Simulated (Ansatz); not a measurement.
Mulliken charges of `F[Si](F)(Cl)O[SiH3]` from PBE/def2-TZVPP in Ansatz (PBE0-D4/def2-TZVP geometry).

```
atom   x (Å)   y (Å)   z (Å)  charge (e)
  F1  -2.047  -1.353   0.129      -0.247
 Si2  -0.915  -0.878  -0.857       0.707
  F3  -0.052  -2.145  -1.211      -0.247
 Cl4  -1.768  -0.180  -2.540      -0.177
  O5  -0.015   0.237  -0.175      -0.230
 Si6   1.002   0.917   0.925       0.329
  H7   1.264   2.309   0.494      -0.045
  H8   2.265   0.142   0.961      -0.045
  H9   0.354   0.903   2.257      -0.045
```

**Question.** By hand: the dipole of these point charges (1 e Å = 4.8032 D).

**Answer.** Σ q r = (0.343, 0.371, 0.288) e Å, of length 0.582 e Å = 2.80 D.

**Question.** How does the dipole of the full density compare? (Estimate.)

**Answer.** The calculation gave: (0.203, 0.250, 0.153) e Å, 1.71 D; the point charges give 1.64 times that, at 5° from its direction.

Point charges leave out the atoms' own dipoles, such as those of lone pairs, and Mulliken's split depends on the basis, so the two needn't agree.
